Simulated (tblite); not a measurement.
Compound: C₆H₉ClOSi.
Numbering: `[O:1]=[CH:2][C:3]1=[CH:4][SiH2:5][C@H:6]1[CH2:7][CH2:8][Cl:9]` (hydrogens: H10 on C2; H11 on C4; H12, H13 on Si5; H14 on C6; H15, H16 on C7; H17, H18 on C8)

Geometry (GFN2-xTB, Å), atoms numbered from 1 in this order:
```xyz
18
C6H9ClOSi angstrom
O     -1.064    2.081    1.920
C     -1.795    1.348    1.301
C     -1.377    0.209    0.497
C     -2.140   -0.592   -0.273
Si    -0.679   -1.636   -0.882
C      0.036   -0.314    0.338
C      1.026    0.724   -0.176
C      2.378    0.116   -0.499
Cl     3.143   -0.576    0.958
H     -2.895    1.507    1.298
H     -3.210   -0.533   -0.399
H     -0.333   -1.442   -2.289
H     -0.642   -3.034   -0.470
H      0.412   -0.708    1.284
H      0.639    1.181   -1.092
H      1.144    1.513    0.571
H      2.280   -0.703   -1.213
H      3.069    0.866   -0.884
```

Method: GFN2-xTB as coded in tblite; computed harmonic values from a numerical Hessian at the method's own geometry, unscaled. This tight-binding method is rough: wavenumbers can miss measured ones by several per cent, in bad cases by 10 to 20. Modes of hydrogen on silicon can be 10 to 20 % off. One conformer, not necessarily the lowest.

Harmonic wavenumbers (cm⁻¹): 36.5, 69.2, 89.3, 125.8, 155.1, 180.1, 225.2, 297.3, 397.2, 413.7, 460.1, 473.2, 536.7, 595.0, 624.4, 671.1, 690.6, 749.8, 775.2, 776.9, 825.9, 910.8, 936.9, 966.7, 1034.7, 1093.4, 1095.6, 1131.6, 1161.1, 1182.3, 1258.5, 1272.9, 1285.5, 1334.5, 1365.7, 1433.2, 1473.0, 1589.6, 1730.5, 2274.9, 2306.2, 2724.8, 2950.4, 2961.1, 2966.3, 2980.3, 2983.8, 3072.4.

A = 1505, B = 778.6, C = 565.9 MHz; mass 160.011 u (most abundant isotopes); point group C1, symmetry number 1.

Question: What is the zero-point energy?

Answer: ½Σν̃ = 28322 cm⁻¹ = 80.98 kcal/mol.

Question: Give the ideal-gas entropy at 500 K and 1 bar in the rigid-rotor, harmonic-oscillator model (classical rotation).

Answer: Translation 43.71, rotation 32.10, vibration 53.02: S = 128.8 cal/(mol K).

Question: And Cp and H(500 K) − H(0)?

Answer: Cp = 57.98 cal/(mol K), of which vibrations give 50.03 (their classical limit is 48 R = 95.4); H(500 K) − H(0) = 17.30 kcal/mol without the zero-point energy, 13.33 from vibrations.

Question: Blend soft modes into free rotors: weight 1/[1 + (100 cm⁻¹/ν̃)⁴] for the oscillator and the rest for a rotor with moment μB/(μ + B), μ = h/(8π²ν), B = 10⁻⁴⁴ kg m². What vibrational entropy results?

Answer: 48.63 cal/(mol K) in place of 53.02, which changes −T·S at 500 K by +2.20 kcal/mol.

Question: Which modes carry the vibrational entropy at 500 K?

Answer: 36.5 cm⁻¹: 6.47; 69.2 cm⁻¹: 5.20; 89.3 cm⁻¹: 4.69; 125.8 cm⁻¹: 4.02; 155.1 cm⁻¹: 3.61; 180.1 cm⁻¹: 3.32 cal/(mol K); the other 42 give 25.73 together.

Question: How do the functions run with temperature in this model?

Answer: 
```csv
T (K),S (cal/(mol K)),Cp (cal/(mol K)),H − H(0) (kcal/mol),G − H(0) (kcal/mol),ln q(vib)
100,73.0,19.6,1.37,-5.93,2.11
200,89.7,29.8,3.84,-14.10,4.99
300,103.8,40.4,7.35,-23.79,7.80
800,160.0,74.1,37.36,-90.61,20.96
1000,177.3,80.9,52.90,-124.37,25.66
```

q(vib) and H(0) count from the zero-point level.

Hindered rotation and anharmonicity are outside this model. Other conformers, if any are populated, would add a mixing term that is left out. The structure is chiral; the term R ln 2 for an equal mix with its mirror image is left out.
